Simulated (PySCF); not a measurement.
1,1,1,2-tetrafluoroethane (C2H2F4), SMILES FCC(F)(F)F. Atoms are numbered in the order given.

```xyz
8

F      0.1603     1.9605     0.0000
C     -0.7378     0.9237     0.0000
C     -0.0027    -0.4120     0.0000
F      0.7773    -0.5513     1.0902
F      0.7773    -0.5513    -1.0902
F     -0.9145    -1.4139     0.0000
H     -1.3799     0.9672     0.9063
H     -1.3799     0.9672    -0.9063
```

Geometry optimised at PBE-D3(BJ)/def2-SVP.

The numbers are results of PySCF with PBE/def2-TZVP, not measurements.

Gas-phase values at a fixed geometry.

Q: Estimate the frontier levels, gap, dipole moment and polarisability. (An estimate is asked for; the answer gives what the named calculation found.)

A: 
| Quantity | Value |
|---|---|
| highest occupied level | -8.67 eV |
| lowest empty level | 0.05 eV |
| orbital gap | 8.73 eV |
| dipole moment | 1.86 D |
| quadrupole, principal values (traceless, Buckingham form, about the centre of nuclear charge) | -4.87, 1.03, 3.84 D·Å |
| mean static polarisability | 29.3 bohr³ (4.34 Å³) |
| polarisability, principal values | 28.6, 29.3, 30.0 bohr³ |
